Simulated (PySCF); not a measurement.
**MHOH across group 15**

Level: PBE0, basis family def2-TZVP, no relativity.

Each entry is the lowest minimum that a search over a few typed start shapes (and spin states, where more than one is plausible) found, or that minimum re-optimised at the stated level; isomers with ligand–ligand bonds, or fragments after loss of a ligand pair, can lie lower. Open shells are unrestricted; no spin–orbit coupling; PySCF with density fitting.

| molecule | 2S+1 | point group | mean bond to the central atom (Å) | lowest ω (cm⁻¹) | dipole (D) | atomisation (kJ/mol) | highest ω (cm⁻¹) |
| --- | --- | --- | --- | --- | --- | --- | --- |
| HN(OH) | 2 | Cs | 1.190 | 557 | 3.25 | 1094 | 3753 |
| HP(OH) | 2 | Cs | 1.537 | 435 | 1.01 | 1125 | 3867 |
| HAs(OH) | 2 | Cs | 1.664 | 303 | 1.64 | 1043 | 3890 |

Left out of the table are members whose search was unfinished or whose lowest solution was spin-contaminated, unstable, very soft or bonded differently.
